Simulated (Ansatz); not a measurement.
`O[Si@H](Cl)[Si@H](F)Cl` + CH₃OH → `CO[SiH](O)Cl` + `F[SiH2]Cl`  (cleavage of the Si–Si bond)

Isolated molecules relaxed with PBE0-D4/def2-TZVP in Ansatz; ΔE leaves out vibrations. CCSD(T)/CBS adds triple-zeta CCSD(T) − MP2 to the extrapolated MP2 energy (def2 sets, frozen cores). This one scheme is used for every species. Functionals use def2-TZVPP. B3LYP here is the variant with VWN-RPA as its local correlation; programs differ in this. One conformer a species, not always the lowest.

`O[Si@H](Cl)[Si@H](F)Cl`:

Z-matrix (Å, degrees):
```
Si
Cl 1 2.061
Si 1 2.349 2 105.3
O 1 1.634 2 111.7 3 -120.7
H 1 1.477 2 108.2 3 122.6
F 3 1.600 1 106.8 2 -78.5
Cl 3 2.046 1 109.7 2 164.7
H 3 1.480 1 116.4 2 41.9
H 4 0.959 1 118.6 2 66.2
```

CH₃OH:

```xyz
6

C    -0.238   -0.084    0.252
O     1.012    0.297   -0.277
H    -0.123   -0.139    1.335
H    -0.560   -1.070   -0.107
H    -1.026    0.645    0.029
H     0.936    0.350   -1.231
```

`CO[SiH](O)Cl`:

Cartesian coordinates in Å:
```
C 1.621 0.198 0.180
O 0.389 0.354 -0.491
Si -1.085 0.045 0.111
O -2.180 0.154 -1.079
Cl -1.058 -1.841 0.936
H 1.745 -0.826 0.545
H 2.420 0.421 -0.527
H 1.700 0.887 1.027
H -1.496 0.987 1.165
H -2.056 -0.379 -1.866
```

`F[SiH2]Cl`:

Cartesian coordinates in Å:
```
F 0.952 1.169 0.514
Si -0.074 0.088 -0.038
Cl 0.667 -1.772 0.333
H -0.197 0.269 -1.497
H -1.348 0.246 0.688
```

```json
{"level": "r2SCAN-D4", "ΔE (kJ/mol)": "-131.1", "difference from CCSD(T)/CBS": "4.8"}
{"level": "B3LYP-D4", "ΔE (kJ/mol)": "-129.6", "difference from CCSD(T)/CBS": "6.3"}
{"level": "ωB97M-V", "ΔE (kJ/mol)": "-138.8", "difference from CCSD(T)/CBS": "-2.9"}
{"level": "PBE0", "ΔE (kJ/mol)": "-119.5", "difference from CCSD(T)/CBS": "16.4"}
{"level": "B3LYP", "ΔE (kJ/mol)": "-133.3", "difference from CCSD(T)/CBS": "2.6"}
{"level": "HF/def2-TZVPP", "ΔE (kJ/mol)": "-158.1", "difference from CCSD(T)/CBS": "-22.2"}
{"level": "CCSD/def2-TZVPP", "ΔE (kJ/mol)": "-141.6", "difference from CCSD(T)/CBS": "-5.7"}
{"level": "CCSD(T)/def2-TZVPP", "ΔE (kJ/mol)": "-138.8", "difference from CCSD(T)/CBS": "-2.9"}
{"level": "HF/CBS(def2)", "ΔE (kJ/mol)": "-160.1", "difference from CCSD(T)/CBS": "-24.2"}
{"level": "CCSD/CBS(def2)", "ΔE (kJ/mol)": "-138.7", "difference from CCSD(T)/CBS": "-2.8"}
{"level": "CCSD(T)/CBS", "ΔE (kJ/mol)": "-135.9", "difference from CCSD(T)/CBS": "0"}
```

Largest T1 diagnostic among the species: 0.011.

From PBE to PBE0 (25 % exact exchange), in def2-TZVPP and without D4, ΔE moves by −9.9 kJ/mol. The D4 term adds +3.7 kJ/mol with B3LYP and +2.3 kJ/mol with PBE0; it sums over pairs of atoms, weighted by their polarisabilities, and B3LYP, whose exchange is more repulsive, gets the larger term. In def2-TZVPP, CCSD(T) changes the Hartree–Fock value by +19.4 kJ/mol (the triples alone add +2.8 kJ/mol) and MP2 by +12.5 kJ/mol.
